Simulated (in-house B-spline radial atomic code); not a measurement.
Sn is squeezed into an impenetrable sphere of radius R (the orbitals vanish at R). No spin polarisation. Computed with an all-electron radial atomic-structure program (B-spline basis): non-relativistic LDA VWN5, spherical fractional occupations, point nucleus.

Energies in eV above the free atom in [Kr] 4d10 5s2 5p2:

```json
{"R (bohr)": "9.68", "highest level (eV)": "-3.86", "[Kr] 4d10 5s2 5p2": "0.02552", "[Ar] 3d9 4s2 4p6 4d10 5s2 5p2 5f1": "509.2", "[Kr] 4d10 5s1 5p3": "6.247", "-dE/dV in [Kr] 4d10 5s2 5p2 (GPa)": "0.0249"}
{"R (bohr)": "6.67", "highest level (eV)": "-3.08", "[Kr] 4d10 5s2 5p2": "0.6459", "[Ar] 3d9 4s2 4p6 4d10 5s2 5p2 5f1": "518.3", "[Kr] 4d10 5s1 5p3": "6.978", "-dE/dV in [Kr] 4d10 5s2 5p2 (GPa)": "1.38"}
{"R (bohr)": "5.47", "highest level (eV)": "-1.56", "[Kr] 4d10 5s2 5p2": "2.523", "[Ar] 3d9 4s2 4p6 4d10 5s2 5p2 5f1": "526.5", "[Kr] 4d10 5s1 5p3": "9.194", "-dE/dV in [Kr] 4d10 5s2 5p2 (GPa)": "8.49"}
{"R (bohr)": "4.04", "highest level (eV)": "4.9", "[Kr] 4d10 5s2 5p2": "14.77", "[Ar] 3d9 4s2 4p6 4d10 5s2 5p2 5f1": "552.9", "[Kr] 4d10 5s1 5p3": "22.97", "-dE/dV in [Kr] 4d10 5s2 5p2 (GPa)": "103"}
{"R (bohr)": "3.57", "highest level (eV)": "10.4", "[Kr] 4d10 5s2 5p2": "28.08", "[Ar] 3d9 4s2 4p6 4d10 5s2 5p2 5f1": "574.7", "[Kr] 4d10 5s1 5p3": "37.47", "-dE/dV in [Kr] 4d10 5s2 5p2 (GPa)": "269"}
{"R (bohr)": "3.23", "highest level (eV)": "17", "[Kr] 4d10 5s2 5p2": "46.23", "[Ar] 3d9 4s2 4p6 4d10 5s2 5p2 5f1": "601.4", "[Kr] 4d10 5s1 5p3": "56.89", "-dE/dV in [Kr] 4d10 5s2 5p2 (GPa)": "579"}
{"R (bohr)": "2.45", "highest level (eV)": "54.2", "[Kr] 4d10 5s2 5p2": "172.3", "[Ar] 3d9 4s2 4p6 4d10 5s2 5p2 5f1": "762.6", "[Kr] 4d10 5s1 5p3": "188.5", "-dE/dV in [Kr] 4d10 5s2 5p2 (GPa)": "4680"}
{"R (bohr)": "2.13", "highest level (eV)": "92.5", "[Kr] 4d10 5s2 5p2": "328", "[Ar] 3d9 4s2 4p6 4d10 5s2 5p2 5f1": "945.1", "[Kr] 4d10 5s1 5p3": "348.2", "-dE/dV in [Kr] 4d10 5s2 5p2 (GPa)": "13300"}
{"R (bohr)": "2", "highest level (eV)": "117", "[Kr] 4d10 5s2 5p2": "436.3", "[Ar] 3d9 4s2 4p6 4d10 5s2 5p2 5f1": "1068", "[Kr] 4d10 5s1 5p3": "458.4", "-dE/dV in [Kr] 4d10 5s2 5p2 (GPa)": "21200"}
{"R (bohr)": "1.49", "highest level (eV)": "327", "[Kr] 4d10 5s2 5p2": "1581", "[Ar] 3d9 4s2 4p6 4d10 5s2 5p2 5f1": "2319", "[Kr] 4d10 5s1 5p3": "1611", "-dE/dV in [Kr] 4d10 5s2 5p2 (GPa)": "173000"}
```

(1) Does [Ar] 3d9 4s2 4p6 4d10 5s2 5p2 5f1 fall below [Kr] 4d10 5s2 5p2 under compression?

(2) Does [Kr] 4d10 5s1 5p3 fall below [Kr] 4d10 5s2 5p2 under compression?

The highest level is first positive in the row R = 4.04 bohr, pushed up by confinement above the zero of the free ion's potential. Each configuration is held fixed and needn't be the lowest in the sphere.

Answers

(1) No, it stays above over the whole range.

(2) No, it stays above over the whole range.
